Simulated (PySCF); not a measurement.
C₂H₁₂OSi₃, SMILES CO[Si@@H]([SiH3])C[SiH3].

Geometry: B3LYP-D3(BJ)/def2-SVP. The structure was generated by enumeration; whether it is a known compound was not checked. One conformer was computed; it need not be the lowest.

Calculation: PySCF with r2SCAN/def2-TZVP.

- total energy = -1027.08228 hartree
- highest occupied level = -6.82 eV
- lowest empty level = -0.72 eV
- orbital gap = 6.10 eV
- dipole moment = 1.76 D
- quadrupole, principal values (traceless, Buckingham form, about the centre of nuclear charge) = -4.90, -0.22, 5.12 D·Å
